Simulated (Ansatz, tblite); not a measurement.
Cost and result up the ladder for BiH2(CF3) (CH₂BiF₃) (7 atoms). Total charge 0; singlet. Geometry: r2SCAN-D4/def2-SVP.

Cartesian coordinates in Å:
```
Bi 0.088 1.582 0.105
H 1.787 1.161 0.517
H 0.466 1.387 -1.642
C -0.480 -0.679 0.224
F 0.327 -1.485 -0.478
F -1.735 -0.869 -0.230
F -0.453 -1.096 1.505
```

Ansatz on 4 threads of Intel Xeon on a shared host; xTB runs through tblite on one thread. Times are rough, summed over both states, and most runs start from the orbitals of an earlier one. PBE0-D4/def2-TZVP serves as the yardstick here, not as an exact answer. The other state is a doublet.

In the def2 sets Bi takes a core potential; there is no spin–orbit coupling. The xTB rows come from tblite.

Raw xTB energies of ions are shifted by several eV.

```tsv
level	functions	wall time
GFN2-xTB	22	0.016 s
GFN1-xTB	24	0.021 s
PBE-D4/def2-TZVP	186	7.2 s
PBE0-D4/def2-TZVP	186	13 s
r2SCAN-D4/def2-TZVP	186	14 s
```

Q: Estimate what each level gives for the vertical IE (eV).

A: 
```
              level  vertical IE (eV)  difference from PBE0-D4/def2-TZVP (eV)
           GFN2-xTB             14.90                                    4.73
           GFN1-xTB             14.92                                    4.74
   PBE-D4/def2-TZVP              9.91                                   -0.26
  PBE0-D4/def2-TZVP             10.17                                    0.00
r2SCAN-D4/def2-TZVP             10.03                                   -0.14
```
